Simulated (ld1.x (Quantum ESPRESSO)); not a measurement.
PBEsol ultrasoft dataset for silicon, scalar-relativistic all-electron reference.

ld1.x (Quantum ESPRESSO) 7.5 was run on this input:

```
&input
   title='Si', zed=14., rel=1, dft='PBESOL', iswitch=3,
   config='[Ne] 3s2 3p2',
   nld=2, rlderiv=2.55, eminld=-3.0, emaxld=5.0, deld=0.02
 /
 &inputp
   pseudotype=3, tm=.true., lloc=-2, rcloc=2.25,
   nlcc=.false.,
   which_augfun='PSQ', rmatch_augfun_nc=.true.,
   file_pseudopw='Si.UPF', file_wfcaegen='ae.wfc', file_wfcncgen='nc.wfc', file_beta='beta', file_chi='chi', file_wfcusgen='us.wfc'
 /
4
3S  1  0   2.00   0.00  1.60  2.05  0.0
3S  1  0   0.00   2.50  1.60  2.05  0.0
3P  2  1   2.00   0.00  1.85  2.35  0.0
3P  2  1   0.00   2.35  1.85  2.35  0.0
 &test
   configts(1)='3s2 3p2'
 /
```

Command:

```bash
ld1.x < Si.in > Si.out
```

Resulting log (shortened: banner, matrices, multipoles, cross overlaps and the repeated all-electron block are left out):

```
Program LD1 v.7.5
     --------------------------- All-electron run ----------------------------

     Si
     scalar relativistic calculation

     atomic number is 14.00
     dft =PBESOL   lsd =0 sic =0 latt =0  beta=0.20 tr2=1.0E-14
     Exchange-correlation= PBESOL
                           (   1   4  10   8   0   0   0)
     mesh =1141 r(mesh) = 100.57892 a.u. xmin = -7.00 dx = 0.01250
     1 Ry =  13.60569312 eV, c = 137.03599908

     n l     nl                  e(Ry)          e(Ha)          e(eV)
     1 0     1S 1( 2.00)      -130.9990       -65.4995     -1782.3324
     2 0     2S 1( 2.00)       -10.2257        -5.1129      -139.1279
     2 1     2P 1( 6.00)        -7.0136        -3.5068       -95.4248
     3 0     3S 1( 2.00)        -0.7915        -0.3957       -10.7685
     3 1     3P 1( 2.00)        -0.2982        -0.1491        -4.0571

     final scf error:  6.2E-15 reached in  20 iterations

     Etot =    -578.597829 Ry,    -289.298915 Ha,   -7872.224505 eV

     Ekin =     579.894884 Ry,     289.947442 Ha,    7889.871831 eV
     Encl =   -1382.421929 Ry,    -691.210964 Ha,  -18808.808532 eV
     Eh   =     264.113140 Ry,     132.056570 Ha,    3593.442338 eV
     Exc  =     -40.183924 Ry,     -20.091962 Ha,    -546.730142 eV

     normalization and overlap integrals

     s(1S/1S) =  1.000000  <r> =   0.1114  <r2> =    0.0167  r(max) =   0.0723
     s(2S/2S) =  1.000000  <r> =   0.5688  <r2> =    0.3868  r(max) =   0.4543
     s(2P/2P) =  1.000000  <r> =   0.5380  <r2> =    0.3655  r(max) =   0.3861
     s(3S/3S) =  1.000000  <r> =   2.1657  <r2> =    5.4671  r(max) =   1.7967
     s(3P/3P) =  1.000000  <r> =   2.7905  <r2> =    9.3722  r(max) =   2.1672

     ------------------------ End of All-electron run ------------------------

     --------------------- Generating US pseudopotential ---------------------

      Generating local potential from pseudized AE potential:
      Matching radius rcloc =   2.2500
      Enforcing V''(0)=0 (lloc=-2)

      Local pseudo, rcloc= 2.250 Estimated cut-off energy=     6.02 Ry
      Wfc-us  3S rcutus= 2.036  Estimated cut-off energy=    11.14 Ry
      Wfc-us  3S rcutus= 2.036  Estimated cut-off energy=    21.31 Ry
      Wfc-us  3P rcutus= 2.365  Estimated cut-off energy=    13.55 Ry
      Wfc-us  3P rcutus= 2.365  Estimated cut-off energy=    25.59 Ry

     Q pseudized with Bessel functions
     Expected ecutrho=      82.4117 due to l1=  0   l2=  1

     ------------------- End of pseudopotential generation -------------------

     Computing logarithmic derivative in   2.56565
     Computing logarithmic derivative in   2.56565
     Computing the partial wave expansion
     R is outside the sphere for l=    0 j= 0.00
     R is outside the sphere for l=    0 j= 0.00
     R is outside the sphere for l=    1 j= 0.00
     R is outside the sphere for l=    1 j= 0.00

     ---------------------- Testing the pseudopotential ----------------------

     Si
     scalar relativistic calculation

     atomic number is 14.00   valence charge is  4.00
     dft =PBESOL   lsd =0 sic =0 latt =0  beta=0.20 tr2=1.0E-14
     mesh =1141 r(mesh) = 100.57892 xmin = -7.00 dx = 0.01250

     n l     nl             e AE (Ry)        e PS (Ry)    De AE-PS (Ry)
     1 0     3S   1( 2.00)       -0.79147       -0.79147        0.00000
     2 1     3P   1( 2.00)       -0.29819       -0.29819        0.00000

     eps = 7.2E-15  iter = 98

     Etot =    -578.597829 Ry,    -289.298915 Ha,   -7872.224505 eV
     Etotps =    -7.471673 Ry,      -3.735837 Ha,    -101.657290 eV

     Ekin =       2.811841 Ry,       1.405921 Ha,      38.257051 eV
     Encl =     -14.277924 Ry,      -7.138962 Ha,    -194.261046 eV
     Ehrt =       5.869725 Ry,       2.934863 Ha,      79.861678 eV
     Ecxc =      -1.931415 Ry,      -0.965707 Ha,     -26.278237 eV
     Epseu=       0.056099 Ry,       0.028049 Ha,       0.763264 eV

     ---------------------- End of pseudopotential test ----------------------
```

Generation and configuration tests took about 3.4 s on one core of a shared server CPU.
